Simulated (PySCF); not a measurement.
C₅H₁₄Si.
Geometry (GFN2-xTB, Å), atoms numbered from 1 in this order:
```xyz
20
C5H14Si angstrom
C     -1.6633    0.9465    0.9812
C     -0.9718    0.1833   -0.1460
C     -1.7551   -1.0882   -0.4655
Si     0.8577   -0.2065    0.2763
C      1.8358    1.4105    0.4990
C      1.6352   -1.2136   -1.1395
H     -1.1540    1.8854    1.1846
H     -1.6676    0.3559    1.8950
H     -2.6970    1.1707    0.7186
H     -1.0003    0.8190   -1.0387
H     -1.3087   -1.6187   -1.3030
H     -2.7873   -0.8519   -0.7238
H     -1.7658   -1.7557    0.3938
H      0.9105   -0.9897    1.5264
H      1.4327    2.0166    1.3039
H      2.8741    1.2023    0.7370
H      1.8224    2.0125   -0.4053
H      1.2047   -2.2079   -1.2039
H      1.4884   -0.7293   -2.1010
H      2.7042   -1.3306   -0.9921
```

Theory: PySCF, TDDFT PBE0/def2-SVPD, vertical, gas phase, core orbitals frozen in the response.

Transition dipole moments from the ground state, in atomic units and in the frame of the coordinates above (overall signs are arbitrary), for the states with f of 0.002 or more among the lowest 8:

| state | E (eV) | μx | μy | μz |
| --- | --- | --- | --- | --- |
| S2 | 7.691 | 0.220 | 0.117 | 0.004 |
| S3 | 7.712 | -0.063 | 0.228 | 0.181 |
| S4 | 8.063 | -0.023 | -0.369 | -0.231 |
| S5 | 8.161 | -0.131 | 0.171 | -0.249 |
| S6 | 8.409 | 0.535 | 0.046 | -0.115 |
| S7 | 8.501 | -0.299 | -0.174 | 0.116 |
| S8 | 8.519 | -0.071 | 0.194 | 0.211 |

Work out the oscillator strengths.

f = (2/3) ΔE |μ|² with ΔE in hartree (27.2114 eV).

```
state  |μ|² (au)  |μ| (D)      f
   S2      0.062     0.63  0.012
   S3      0.088     0.76  0.017
   S4      0.190     1.11  0.038
   S5      0.108     0.84  0.022
   S6      0.301     1.40  0.062
   S7      0.133     0.93  0.028
   S8      0.087     0.75  0.018
```

Which bond between heavy atoms lies closest to the direction of the S6 transition dipole?

C2–Si4, at 30° from it; next C1–C2 and Si4–C5 at 56°.

What angle do the transition dipoles of S3 and S7 make?

|cos θ| = |μa·μb| / (|μa| |μb|) = 0.00, so θ ≈ 90° (taken between 0 and 90°, since the signs are arbitrary).

How is the summed strength of these states shared among x, y and z?

(2/3) Σ ΔE μα² gives 0.092 for x, 0.060 for y and 0.044 for z, 0.196 in all.

What peak molar absorption coefficient would the strongest computed level give as a lone Gaussian band 0.4 eV wide at half height?

ε(max) = 2.175×10⁸ f / FWHM, with the width in cm⁻¹. S6: 2.175×10⁸ × 0.0621 / 3226 ≈ 4200 L mol⁻¹ cm⁻¹.

On one thread, Arm Neoverse N1 (aarch64), on a shared host, this took 82 s wall and 1.0 GiB of memory at its peak.

One conformer stands for the species.

Without π bonds the low states may be Rydberg-like; a valence basis with one diffuse set may place them up to an eV too high.
